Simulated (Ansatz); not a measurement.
Start from `OCB(F)Br` and change one atom or group to get `FBBr`.

Ansatz, PBE0-D4/def2-TZVP geometries, multiplicity 1. Each molecule was computed in one conformer, which needn't be the lowest.

Scalar relativity is left out up to krypton.

```csv
property,`OCB(F)Br`
HOMO energy (ωB97M-V/def2-TZVPP) / eV,-10.72
HOMO–LUMO gap (PBE0/def2-TZVPP) / eV,7.25
LUMO energy (PBE/def2-TZVPP) / eV,-1.98
HOMO–LUMO gap (PBE/def2-TZVPP) / eV,4.54
LUMO energy (ωB97M-V/def2-TZVPP) / eV,1.09
size of the dipole moment (ωB97M-V/def2-TZVPP) / D,0.61
```

(1) What does the change do to each property? (Estimate.)

## Answers

(1) Ansatz gave: 
```csv
property,`FBBr`,shift
HOMO energy (ωB97M-V/def2-TZVPP) / eV,-11.02,-0.30
HOMO–LUMO gap (PBE0/def2-TZVPP) / eV,7.50,0.25
LUMO energy (PBE/def2-TZVPP) / eV,-2.26,-0.28
HOMO–LUMO gap (PBE/def2-TZVPP) / eV,5.20,0.66
LUMO energy (ωB97M-V/def2-TZVPP) / eV,0.77,-0.32
size of the dipole moment (ωB97M-V/def2-TZVPP) / D,0.71,0.10
```

With PBE0 the HOMO falls by 0.52 eV and the LUMO falls by 0.26 eV, so the gap widens by about 0.26 eV. PBE moves the HOMO by -0.94 eV and ωB97M-V by -0.30 eV. Dipoles are sizes alone; their direction can turn.

Spin–orbit coupling is left out; it splits and shifts lone-pair levels of the heavy atoms by tenths of an eV.
